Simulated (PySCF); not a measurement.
## Does the structure fit the spectrum?

A compound C4H9NOSi2 gives the data below (simulated from a calculation) and was assigned the structure `[H]/N=C\[C@@]1([SiH3])C=CO[SiH2]1`.

13C{1H} NMR (computed): δ 200.8 (CH), 169.3 (CH), 166.7 (CH), 145.5 (C).

1H NMR (400 MHz, computed): δ 13.76 (br s, 1H), 9.83 (s, 1H), 8.60 (s, 1H), 7.42 (t, 1H), 4.45 (m, 2H), 3.65 (t, 3H).

PySCF 2.14.0 with density-fitted response routines calculation with GFN2-xTB geometry and PBE0/pcSseg-1 with gauge-including orbitals; non-relativistic, one conformer, rapidly exchanging positions averaged, in vacuum.

Referencing at the same level of theory: 1H (31.72 ppm) and 13C (186.93 ppm) vs TMS.

(1) Compare with the shifts computed for the proposed structure, pairing carbons in order of shift.

(2) Which isomer fits?

## Answers

(1) Atom-mapped SMILES (the numbers label the heavy atoms): `[H]/[N:1]=[CH:2]\[C@@:3]1([SiH3:4])[CH:5]=[CH:6][O:7][SiH2:8]1`. Each H is labelled by its parent atom.

```csv
atom,computed for proposal,given list,difference
C2,180.0,200.8,-20.8
C6,154.8,169.3,-14.5
C5,111.8,166.7,-54.9
C3,42.1,145.5,-103.4
```

The rms difference is 59.9 ppm and the largest -103.4 ppm at C3 (allylic fully substituted sp3 carbon bonded to 2 Si). The proposal doesn't fit.

(2) SMILES [H]/N=C\C(C=O)=C/[SiH2][SiH3].

Carbon types of the structure: 1 × C, 3 × CH, leaving 6 H on heteroatoms. δC 200.8: aldehyde carbonyl carbon; the double bond to the heteroatom, with no lone-pair donor beside it, deshields it most. δC 169.3: β carbon of a C=C–C=O unit; conjugation with the carbonyl draws π density from the β position. δH 13.76: hydrogen on an imine nitrogen; exchangeable, gas-phase position. δH 9.83: hydrogen on an aldehyde carbonyl carbon; the C=O anisotropy and electron withdrawal place aldehyde protons far downfield.

The shifts were computed for this structure.

The OH or NH signal is concentration- and solvent-dependent in practice; the value given is the gas-phase one. Shifts are as computed. Against solution values, carbons near 30 ppm lie about +3 ppm off and those near 130 ppm about +5 ppm. Of 1309 compounds with measured shifts, 239 miss one by over three times the rms of a fit or turn the order of signals round; such compounds aren't used in these exercises. No couplings were computed; multiplicities are counted from neighbouring protons, with m where these are inequivalent, close in shift, in a saturated or five-membered ring or joined by F or P, and br s for small geminal =CH2 splittings.
